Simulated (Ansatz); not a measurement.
Start from `[NH2][In]([F])[F]` and change one atom or group to get `[F][In]([F])[SiH3]`.

Ansatz, PBE0-D4/def2-TZVP geometries, multiplicity 1. Each molecule was computed in one conformer, which needn't be the lowest.

Elements past krypton have def2 core potentials.

| property | `[NH2][In]([F])[F]` |
| --- | --- |
| size of the dipole moment (ωB97M-V/def2-TZVPP) / D | 3.78 |
| HOMO–LUMO gap (B3LYP/def2-TZVPP) / eV | 5.55 |
| HOMO energy (PBE0/def2-TZVPP) / eV | -8.41 |
| HOMO energy (ωB97M-V/def2-TZVPP) / eV | -10.77 |
| HOMO energy (PBE/def2-TZVPP) / eV | -6.98 |
| HOMO–LUMO gap (PBE/def2-TZVPP) / eV | 3.80 |

Q: Give the same properties after the change, and the shifts. (An estimate is asked.)

A: The calculation gave: 
```tsv
property	`[F][In]([F])[SiH3]`	shift
size of the dipole moment (ωB97M-V/def2-TZVPP) / D	4.87	1.09
HOMO–LUMO gap (B3LYP/def2-TZVPP) / eV	6.47	0.92
HOMO energy (PBE0/def2-TZVPP) / eV	-8.90	-0.49
HOMO energy (ωB97M-V/def2-TZVPP) / eV	-10.97	-0.20
HOMO energy (PBE/def2-TZVPP) / eV	-7.58	-0.60
HOMO–LUMO gap (PBE/def2-TZVPP) / eV	4.93	1.13
```

With PBE0 the HOMO falls by 0.49 eV and the LUMO rises by 0.29 eV, so the gap widens by about 0.78 eV. PBE moves the HOMO by -0.60 eV and ωB97M-V by -0.20 eV. Dipoles are sizes alone; their direction can turn.

B3LYP here is the variant with VWN-RPA as its local correlation; programs differ in this.
